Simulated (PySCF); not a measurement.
CS₂, charge +1, doublet, at a GFN2-xTB geometry (a state made from the parent by changing its charge; the spin is typed, not shown lowest). Base run: BLYP/aug-cc-pVDZ (PySCF).

The PySCF input:
```python
from pyscf import gto, scf, dft

mol = gto.M(
    atom='''
S    -0.000000   -0.000000   -1.559634
C     0.000000    0.000000    0.000000
S     0.000000    0.000000    1.559634
''',
    basis='aug-cc-pvdz',
    charge=1,
    spin=1,
    verbose=3,
)

mf = dft.UKS(mol)
mf.xc = 'blyp'
mf.kernel()
```

Variants of this job, named by their change:

```tsv
change	E (Eh)	HOMO (eV)	<S^2>
base	-834.13650	-13.31	0.761
functional = hse06	-833.84383	-14.17	0.792
functional = tpss	-834.18922	-13.58	0.768
functional = b97-1	-834.04480	-14.32	0.778
functional = tpssh	-834.16726	-14.00	0.780
functional = pbe; dispersion = d3bj	-833.75548	-13.50	0.763
functional = hf	-832.60634	-16.65	1.033
functional = lc_wpbe	-833.84266	-17.03	0.845
functional = pbe; dispersion = d3bjm	-833.75857	-13.50	0.763
functional = blyp; dispersion = d3zero	-834.13702	-13.31	0.761
functional = blyp; dispersion = d3bjm	-834.14465	-13.31	0.761
functional = pw6b95	-834.82685	-14.60	0.781
functional = b3lyp; dispersion = d4	-834.16750	-14.33	0.780
```

Total energies compare only within one method and basis.

Open shells are given as the SCF converged; they aren't shown to be the lowest states, and a large step between rows can be another state.
